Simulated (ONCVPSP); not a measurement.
**Scattering properties, ONCV potential for Si (Z = 14)**

```json
{
 "Element": "Si",
 "Generator": "ONCVPSP 4.0.1",
 "Type": "optimised norm-conserving Vanderbilt (ONCV)",
 "Functional": "BLYP",
 "Relativity": "scalar-relativistic",
 "Frozen core": "[He]",
 "Valence charge": "12",
 "Reference configuration": "2s2 2p6 3s2 3p1.5 (charge +0.5)",
 "Partial waves": "2s+3s: rc 1.15 bohr, ncon 5, nbas 8, qcut 8.7 1/bohr, 2 projectors; 2p+3p: rc 1.00 bohr, ncon 3, nbas 6, qcut 13.4 1/bohr, 2 projectors",
 "Local potential": "polynomial inside 0.85 bohr (lpopt 1, dvloc0 0 Ha)",
 "Core correction": "none"
}
```

The phase is arctan(r·R′/R) of the radial function R(r), unwrapped; energies in Ha, scanned from -7 to 5 Ha. A pole is an energy at which the radial function vanishes at the test radius. The pseudo phase is shifted by a multiple of π to meet the all-electron one at the reference energy, and phase errors are pseudo minus all-electron; the curves can meet again beyond the range given. Levels narrower than the energy grid can be missing from the lists of poles.

Problem. For each channel, where are the poles, and over which energies does the pseudopotential scatter like the atom?

Solution.

| channel | radius (bohr) | reference energy (Ha) | poles, all-electron | poles, pseudo | unbroken range about the reference energy with phases within 0.05 rad | phase error 1 Ha above the reference energy (rad) |
| --- | --- | --- | --- | --- | --- | --- |
| s | 1.17 | -0.54 | -4.91 | -4.91 | the whole range | -0.000 |
| p | 1.01 | -0.28 | -2.92 | -2.92 | the whole range | +0.000 |

Phases in the p channel:

```
E (Ha)  all-electron  pseudo
 -6.96         1.056   1.057
 -6.32         0.962   0.962
 -5.68         0.792   0.793
 -5.04         0.410   0.410
 -4.40        -0.466  -0.466
 -3.76        -1.204  -1.204
 -3.12        -1.513  -1.513
 -2.48        -1.674  -1.674
 -1.84        -1.786  -1.786
 -1.20        -1.884  -1.884
 -0.56        -1.986  -1.986
  0.08        -2.108  -2.108
  0.72        -2.269  -2.269
  1.36        -2.501  -2.500
  2.00        -2.835  -2.833
  2.64        -3.256  -3.251
  3.28        -3.653  -3.647
  3.92        -3.945  -3.938
  4.56        -4.140  -4.133
```
